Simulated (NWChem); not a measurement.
Volume series of Si (diamond structure): conduction valleys

Program: NWChem. Level: LDA (Vosko), HGH pseudopotentials (valence charges Si 4), cutoff 15 Ha, shifted 4×4×4 mesh, two-atom cell, no spin-orbit coupling. Each row gives the lowest empty level at Γ, at L and on the outer part of the line to X, counted from the valence top at Γ within the same run; other points weren't sampled.

| ln(V/V₀) | a (Å) | Γ (eV) | L (eV) | X line (eV) |
|---|---|---|---|---|
| -0.062 | 5.273 | 2.59 | 1.73 | 0.35 |
| -0.041 | 5.310 | 2.58 | 1.66 | 0.39 |
| -0.020 | 5.347 | ? | ? | ? |
| 0.000 | 5.383 | 2.56 | 1.51 | 0.46 |
| 0.020 | 5.419 | 2.55 | 1.44 | 0.49 |
| 0.039 | 5.454 | 2.54 | 1.37 | 0.52 |
| 0.058 | 5.489 | 2.53 | 1.30 | 0.55 |

Task: Fit a line in ln V to each valley, give the slopes, and predict the withheld row.

Result: Slopes dE/d(ln V): Γ -0.5 eV, L -3.6 eV, X line 1.7 eV (largest miss of a line 0.00 eV). With this level's bulk modulus of about 97 GPa, dE/dP = −slope/B gives Γ 5 meV/GPa, L 38 meV/GPa, X line -17 meV/GPa. The lowest valley is X line in every row. Predicted against computed: Γ 2.57 against 2.57, L 1.58 against 1.58, X line 0.42 against 0.42 eV.
